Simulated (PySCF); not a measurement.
Electronic absorption of C8H7NS

Species: C₈H₇NS.
SMILES: `C=Cc1csc2cc[nH]c12`

The calculation used PySCF, TDDFT wB97X-D/def2-SVPD, vertical, gas phase, core orbitals frozen in the response. Isolated species at its PBE0-D3(BJ)/def2-SVP geometry (one conformer only). Torsions of this conformer, `[CH2:1]=[CH:2][c:3]1[cH:4][s:5][c:6]2[cH:7][cH:8][nH:9][c:10]12`: C1–C2–C3–C4 180°.

Question: What does the calculation give for the low-lying excited states?

Answer: 

```json
{"state": "S1", "E (eV)": "4.79", "E (kJ/mol)": "463", "λ (nm)": "258.6", "f": "0.169", "symmetry": "A′", "main configurations (H = HOMO, L = LUMO)": "H→L (79%), H-1→L (17%)"}
{"state": "S2", "E (eV)": "4.96", "E (kJ/mol)": "478", "λ (nm)": "250.0", "f": "0.296", "symmetry": "A′", "main configurations (H = HOMO, L = LUMO)": "H-1→L (77%), H→L (16%)"}
{"state": "S3", "E (eV)": "5.65", "E (kJ/mol)": "545", "λ (nm)": "219.4", "f": "0.0001", "symmetry": "–", "main configurations (H = HOMO, L = LUMO)": "H→L+1 (73%)"}
{"state": "S4", "E (eV)": "5.74", "E (kJ/mol)": "553", "λ (nm)": "216.2", "f": "0.293", "symmetry": "A′", "main configurations (H = HOMO, L = LUMO)": "H→L+2 (86%)"}
{"state": "S5", "E (eV)": "5.89", "E (kJ/mol)": "568", "λ (nm)": "210.6", "f": "0.0001", "symmetry": "–", "main configurations (H = HOMO, L = LUMO)": "H-1→L+1 (57%), H-1→L+3 (10%)"}
{"state": "S6", "E (eV)": "6.06", "E (kJ/mol)": "585", "λ (nm)": "204.5", "f": "0.0001", "symmetry": "–", "main configurations (H = HOMO, L = LUMO)": "H→L+3 (66%)"}
```

The lowest singlet lies at 4.79 eV (259 nm, ultraviolet) and is strong; its leading configuration is HOMO→LUMO (79%). The largest oscillator strength of a single state is 0.296. Löwdin shares by element: HOMO carbon 56% or more (atoms not listed hold the other 44%); LUMO carbon 56% or more, sulfur 13% (atoms not listed hold the other 31%). Weighted by f, the mean energy of these states is 5.22 eV. Orbital energies (eV): HOMO-3 -10.88, HOMO-2 -9.25, HOMO-1 -8.09, HOMO -7.55, LUMO 0.72, LUMO+1 1.98, LUMO+2 2.15. The listed states span 1.27 eV, and the widest gap between neighbours is 0.69 eV (S2 to S3). Symmetry labels in Cs follow from the direction of the transition dipole and are given only for states with f of 0.002 or more. Only the lowest 6 singlets were computed, as vertical energies without vibronic structure.

Rough CPU time on one thread of a shared machine: about 3 min.
